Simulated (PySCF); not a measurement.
Species: GeCl3(OiPr), C₃H₇Cl₃GeO.
InChI=1S/C3H7Cl3GeO/c1-3(2)8-7(4,5)6/h3H,1-2H3

A linear-response calculation (PySCF, def2-SVPD basis, gas phase, vertical, core orbitals frozen in the response) gave these numbers; the functional is withheld.

Orbital energies (eV): HOMO-3 -9.37, HOMO-2 -9.15, HOMO-1 -9.05, HOMO -8.54, LUMO -2.16, LUMO+1 0.10, LUMO+2 0.29.

```json
{"state": "S1", "E (eV)": "5.35", "f": "0.0048", "main configurations (H = HOMO, L = LUMO)": "H→L (98%)"}
{"state": "S2", "E (eV)": "5.87", "f": "0.0010", "main configurations (H = HOMO, L = LUMO)": "H-2→L (89%), H-1→L (10%)"}
{"state": "S3", "E (eV)": "6.03", "f": "0.044", "main configurations (H = HOMO, L = LUMO)": "H-1→L (80%), H-2→L (10%)"}
{"state": "S4", "E (eV)": "6.14", "f": "0.018", "main configurations (H = HOMO, L = LUMO)": "H-3→L (90%)"}
{"state": "S5", "E (eV)": "6.28", "f": "0.052", "main configurations (H = HOMO, L = LUMO)": "H-4→L (79%)"}
{"state": "S6", "E (eV)": "6.57", "f": "0.036", "main configurations (H = HOMO, L = LUMO)": "H-5→L (94%)"}
```

Triplets, Tamm–Dancoff:

```json
{"state": "T1", "E (eV)": "5.09", "λ (nm)": "243.7", "main configurations (H = HOMO, L = LUMO)": "H→L (95%)"}
{"state": "T2", "E (eV)": "5.49", "λ (nm)": "226.0", "main configurations (H = HOMO, L = LUMO)": "H-2→L (86%), H-1→L (11%)"}
{"state": "T3", "E (eV)": "5.62", "λ (nm)": "220.8", "main configurations (H = HOMO, L = LUMO)": "H-1→L (76%), H-2→L (11%)"}
{"state": "T4", "E (eV)": "5.70", "λ (nm)": "217.3", "main configurations (H = HOMO, L = LUMO)": "H-3→L (93%)"}
```

Vertical ionisation energy by ΔSCF with the same functional: 10.49 eV. Mean static polarisability: 111.5 au.

Question: Name the functional.
A. PBE
B. wB97X-D
C. B3LYP
D. HF

Answer: C. B3LYP is a global hybrid with 20% exact exchange. In this run −ε(HOMO) = 8.54 eV differs from the ΔSCF value by -1.95 eV, and S1 differs from the orbital gap of 6.38 eV by -1.02 eV. The ratio −ε(HOMO)/IP is 0.81. Usual ranges for neutral molecules in this basis: 0.67 to 0.83 with B3LYP, 0.5 to 0.7 with PBE, 0.89 to 0.99 with wB97X-D; Hartree–Fock can't fall below 1, since the ion's relaxation only lowers the ΔSCF value. The other options: PBE, a GGA without exact exchange; HF, time-dependent Hartree–Fock, 100% exact exchange; wB97X-D, range-separated, 22% exact exchange at short range and 100% at long range (ω = 0.2 bohr⁻¹).

Theory: TDDFT B3LYP/def2-SVPD, vertical, gas phase, core orbitals frozen in the response (PySCF 2.14.0, density-fitted response routines). Isolated species at its PBE0-D3(BJ)/def2-SVP geometry (one conformer only). The B3LYP/def2-SVPD calculation is non-relativistic and has no spin–orbit coupling, an omission that weighs most on germanium.
